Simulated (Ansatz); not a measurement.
Na8Cl8 (started as a model of: 2x2x4 NaCl rock-salt block). The state is a triplet with charge 0. Geometry PBE-D4/def2-SVP, that of the neutral singlet; atoms count from 1.

```xyz
16

Na   -1.229   -3.096   -2.639
Cl   -0.134   -2.433   -0.339
Na    0.862   -1.145    1.770
Cl    1.939   -0.254    4.039
Cl   -3.382   -1.602   -2.477
Na   -2.183   -0.554   -0.340
Cl   -1.379    0.486    1.978
Na   -0.001    1.514    3.970
Cl    0.218   -1.560   -4.202
Na    1.112   -0.516   -1.919
Cl    2.396    0.530    0.168
Na    3.067    1.549    2.500
Na   -1.837    0.032   -3.832
Cl   -0.883    1.417   -1.807
Na    0.209    2.215    0.489
Cl    1.225    3.416    2.640
```

At PBE0-D4/def2-SVP a singlet of charge 0 lies 6.28 eV below the triplet at the same geometry.

Q: Estimate the Mulliken populations from the PBE0/def2-SVP orbitals of Ansatz.

A: 
```tsv
atom	charge (e)	spin (α − β)
Na1	0.22	0.36
Cl2	-0.40	0.10
Na3	0.44	0.02
Cl4	-0.46	0.03
Cl5	-0.24	0.36
Na6	0.38	0.09
Cl7	-0.45	0.02
Na8	0.51	0.01
Cl9	-0.24	0.36
Na10	0.38	0.09
Cl11	-0.45	0.02
Na12	0.51	0.01
Na13	0.22	0.36
Cl14	-0.40	0.10
Na15	0.44	0.02
Cl16	-0.46	0.03
```
Mulliken values and Mayer orders depend strongly on the basis.

Q: Where does the spin sit?

A: Summed by element: Na 0.96, Cl 1.04, of 2 unpaired in all. Largest on single atoms: Cl5 0.36, Cl9 0.36, Na13 0.36.

Q: And the Mayer bond orders between bonded heavy atoms (over 0.3)?

A: Cl4–Na8 0.33 (2.63 Å); Cl4–Na12 0.32 (2.63 Å); Na8–Cl16 0.32 (2.63 Å); Na12–Cl16 0.33 (2.63 Å).
